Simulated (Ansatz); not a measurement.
C₂H₈Ge, SMILES `[CH3][GeH2][CH3]`, 11 atoms. Total charge 0; spin multiplicity 1. Correlated methods include outer-core shells of Ge, which these sets cover unevenly. Scalar relativity is left out up to krypton. Hardware: A = 2 threads of a server CPU on a shared host; B = 2 threads of an AMD EPYC 7R13 on a shared host and a share of an NVIDIA H100 80 GB. Correlated methods freeze the cores. Open-shell runs search over several starts.

(1) How many basis functions does each run have, and how long does it take in Ansatz? UKS ωB97M-V/def2-TZVPP energy of the cation [A]; RHF-CCSD(T)/def2-TZVPP energy [B]; RKS PBE0-D4/def2-TZVP relaxation (3 steps) [A]; UKS ωB97X-V/def2-TZVPP energy of the cation [A]; UKS PBE0-D4/def2-TZVPP energy of the cation [A]; RKS PBE0-D4/def2-QZVPP energy [B]; RKS B2PLYP (frozen core)/def2-TZVPP energy [A]; RKS BHLYP-D4/def2-TZVPP energy [A]; RKS ωB97M-V/def2-SVP energy [A]; RHF-CCSD(T)/def2-SVP energy [A]; RKS PBE0-D4/def2-SVP energy [A]; RHF-CCSD(T)/def2-QZVPP energy [B]. (Estimate.)

Results:

(1) The calculation gave: Other jobs shared the machine, so times are rough.

| level | job | functions | wall time | peak host memory (GiB) |
| --- | --- | --- | --- | --- |
| RKS PBE0-D4/def2-SVP | energy [A] | 100 | 1.9 s | 0.42 |
| RKS BHLYP-D4/def2-TZVPP | energy [A] | 222 | 6 s | 0.53 |
| RKS ωB97M-V/def2-SVP | energy [A] | 100 | 6 s | 0.42 |
| RHF-CCSD(T)/def2-TZVPP | energy [B] | 222 | 7.5 s | 0.78 |
| RKS PBE0-D4/def2-QZVPP | energy [B] | 443 | 7.5 s | 0.91 |
| RHF-CCSD(T)/def2-SVP | energy [A] | 100 | 8.5 s | 0.45 |
| RKS B2PLYP (frozen core)/def2-TZVPP | energy [A] | 222 | 9 s | 0.54 |
| RKS PBE0-D4/def2-TZVP | relaxation (3 steps) [A] | 158 | 19 s | 0.39 |
| RHF-CCSD(T)/def2-QZVPP | energy [B] | 443 | 27 s | 2.2 |
| UKS PBE0-D4/def2-TZVPP | energy of the cation [A] | 222 | 36 s | 0.99 |
| UKS ωB97X-V/def2-TZVPP | energy of the cation [A] | 222 | 76 s | 1.2 |
| UKS ωB97M-V/def2-TZVPP | energy of the cation [A] | 222 | 82 s | 1.3 |
